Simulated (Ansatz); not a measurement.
Cost and result for the atomization energy of CH$_{7}$GaInN, SMILES `C[NH][GaH][InH2]` (11 atoms, 10 bonds).

| atom | x (Å) | y (Å) | z (Å) |
| --- | --- | --- | --- |
| C1 | 0.920 | 1.072 | 1.051 |
| N2 | 0.814 | 1.033 | -0.385 |
| Ga3 | -0.161 | -0.106 | -1.423 |
| In4 | -1.577 | -1.940 | -0.215 |
| H5 | 0.569 | 2.021 | 1.474 |
| H6 | 1.948 | 0.912 | 1.402 |
| H7 | 0.306 | 0.280 | 1.491 |
| H8 | 1.366 | 1.746 | -0.839 |
| H9 | -0.009 | 0.182 | -2.965 |
| H10 | -3.225 | -1.682 | 0.265 |
| H11 | -0.950 | -3.518 | 0.144 |

The species carries charge 0 and has multiplicity 1. Correlated methods include outer-core shells of Ga, In, which these sets cover unevenly. Scalar relativity is left out up to krypton. In: def2 effective core potential. Geometry: relaxed with PBE0-D4/def2-TZVP. It is one conformer, not always the lowest. Program: Ansatz. All runs use 4 threads of an Arm Neoverse V1 on a shared host. Times are those of one run each, without the atoms' runs, and a repeat can differ threefold. Electronic energies, without spin–orbit coupling; frozen cores. CCSD(T)/CBS adds CCSD(T) − MP2 in def2-TZVPP to the MP2 limit, and its time is that of the two runs behind it. T1 = 0.015. With those shells the extrapolation isn't a true limit. B3LYP takes the VWN-RPA correlation (the form of Gaussian; ORCA's B3LYP/G).

CCSD(T)/CBS is a level of theory with its own doubt, some kJ/mol a heavy atom from the limit and from the frozen cores, so smaller differences don't rank the functionals.

```csv
level,functions,wall time
revPBE-D4/def2-TZVPP,258,2.7 s
PBE-D4/def2-TZVPP (with forces),258,3.3 s
PBE0-D4/def2-TZVPP,258,4.3 s
BHLYP-D4/def2-TZVPP,258,4.5 s
r2SCANh-D4/def2-TZVPP,258,7 s
B3LYP-D4/def2-TZVPP (with forces),258,7.5 s
PBE-QIDH/def2-TZVPP,258,8.5 s
ωB97X-V/def2-TZVPP,258,12 s
B97M-V/def2-TZVPP,258,12 s
CCSD(T)/def2-SVP,121,15 s
MP2/def2-QZVPP,495,31 s
CCSD(T)/def2-TZVPP,258,5.9 min
CCSD(T)/CBS(def2),–,6.4 min
```

(1) What atomization energy does each give, and how far from CCSD(T)/CBS? (Estimate.)

## Answers

(1) Ansatz gave: 
| level | atomization (kcal/mol) | difference from CCSD(T)/CBS | per bond |
| --- | --- | --- | --- |
| revPBE-D4/def2-TZVPP | 743.4 | -17.0 | -1.7 |
| PBE-D4/def2-TZVPP (with forces) | 762.0 | 1.6 | 0.2 |
| PBE0-D4/def2-TZVPP | 753.1 | -7.3 | -0.7 |
| BHLYP-D4/def2-TZVPP | 738.0 | -22.4 | -2.2 |
| r2SCANh-D4/def2-TZVPP | 752.7 | -7.7 | -0.8 |
| B3LYP-D4/def2-TZVPP (with forces) | 754.0 | -6.4 | -0.6 |
| PBE-QIDH/def2-TZVPP | 750.2 | -10.2 | -1.0 |
| ωB97X-V/def2-TZVPP | 763.2 | 2.8 | 0.3 |
| B97M-V/def2-TZVPP | 760.8 | 0.4 | 0.0 |
| CCSD(T)/def2-SVP | 714.6 | -45.8 | -4.6 |
| MP2/def2-QZVPP | 751.2 | -9.2 | -0.9 |
| CCSD(T)/def2-TZVPP | 742.7 | -17.7 | -1.8 |
| CCSD(T)/CBS(def2) | 760.4 | 0.0 | 0.0 |

The D4 term adds +8.6 kcal/mol with B3LYP and +4.5 kcal/mol with PBE0; it sums over pairs of atoms, weighted by their polarisabilities, and B3LYP, whose exchange is more repulsive, gets the larger term. From r2SCAN to r2SCAN0 (25 % exact exchange), in def2-TZVPP and without D4, the atomization energy moves by −9.2 kcal/mol: exact exchange takes away binding that semilocal exchange gives to molecules. In def2-TZVPP, CCSD(T) changes the Hartree–Fock value by +208.9 kcal/mol (the triples alone add +10.3 kcal/mol) and MP2 by +206.9 kcal/mol; breaking electron pairs costs correlation energy, which Hartree–Fock lacks.

Spin–orbit coupling would lower the free In atoms strongly, and the atomization energy with them, by more than many differences here.
